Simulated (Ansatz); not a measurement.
Input (CCSDT(Q)/cc-pV(D+d)Z; Ansatz, an electronic-structure program): A basis named .json is the Basis Set Exchange file of that set.

Ansatz 0.2 input:
```yaml
crystal:
  periodic: [false, false, false]
  atoms:
    - {symbol: Si, position_ang: [0.39416844, -0.29401099, 0.46954560]}
    - {symbol: C, position_ang: [0.34713995, 1.39679905, -0.38818694]}
    - {symbol: H, position_ang: [-0.61729351, 1.88225199, -0.20289986]}
    - {symbol: H, position_ang: [0.43644589, 1.26757041, -1.47236966]}
    - {symbol: H, position_ang: [1.14449848, 2.05941061, -0.04716821]}
    - {symbol: O, position_ang: [-0.92808687, -0.95243462, -0.30919813]}
    - {symbol: H, position_ang: [-1.14015376, -1.85439639, -0.04849398]}
basis:
  gaussian:
    orbitals: cc-pV_D+d_Z.json
magnetization: {spin_polarized: false}
correlation: {method: ccsdt_q, electrons: outside_noble_gas}
```

Output:

```
Functional definition: HF
integrals: 0.07 GiB planned
1378 factors; integrals over basis functions are off by at most 1.7e-7 eV
mean field: 0.24 GiB planned
mean field evaluation 1: about -10990.3287 eV, gradient 3.8e1 eV
mean field evaluation 2: about -10990.3304 eV, gradient 3.8e1 eV
mean field evaluation 4: about -10993.4746 eV, gradient 3.2e0 eV
mean field evaluation 8: about -10993.5190 eV, gradient 3.3e-4 eV
mean field evaluation 16: about -10993.5170 eV, gradient 2.1e-1 eV
mean field -10993.51904012 eV, -404.0043730495 hartree, gradient 1.9e-6 eV, S^2 0.000000; 0 other end points of the search recorded, 0 dependent functions left out; unrestricted orbitals would lower it
7 core orbitals not correlated
reference -10993.51904012 eV, -404.0043730495 hartree; 9, 9 occupied and 55, 55 virtual orbitals, 1378 factors
second order -11.39096751 eV of doubles, -0.00000000 eV of singles
coupled cluster: 1.31 GiB planned
cycle   1  -11.91660486 eV  change   -5.3e-1 eV  update   1.0e-1
cycle   2  -12.42958834 eV  change   -5.1e-1 eV  update   5.0e-2
cycle   3  -12.74793312 eV  change   -3.2e-1 eV  update   2.9e-2
cycle   4  -12.72324506 eV  change    2.5e-2 eV  update   8.9e-3
cycle   5  -12.70674504 eV  change    1.7e-2 eV  update   5.1e-3
cycle   6  -12.71046601 eV  change   -3.7e-3 eV  update   2.1e-3
cycle   7  -12.71181583 eV  change   -1.3e-3 eV  update   8.1e-4
cycle   8  -12.71138235 eV  change    4.3e-4 eV  update   3.7e-4
cycle   9  -12.71124375 eV  change    1.4e-4 eV  update   1.6e-4
cycle  10  -12.71147781 eV  change   -2.3e-4 eV  update   7.5e-5
cycle  11  -12.71131602 eV  change    1.6e-4 eV  update   3.7e-5
cycle  12  -12.71134199 eV  change   -2.6e-5 eV  update   1.6e-5
cycle  13  -12.71134570 eV  change   -3.7e-6 eV  update   7.7e-6
cycle  14  -12.71134752 eV  change   -1.8e-6 eV  update   3.2e-6
cycle  15  -12.71134864 eV  change   -1.1e-6 eV  update   1.6e-6
perturbative correction -0.03144703 eV, -0.0011556570 hartree
Total energy: -11006.26183579 eV, -404.4726621531 hartree
```

 In a CCSD(T) run of this state the restricted determinant is unstable towards broken spin symmetry.

A triplet may lie lower; no result for it is given here.
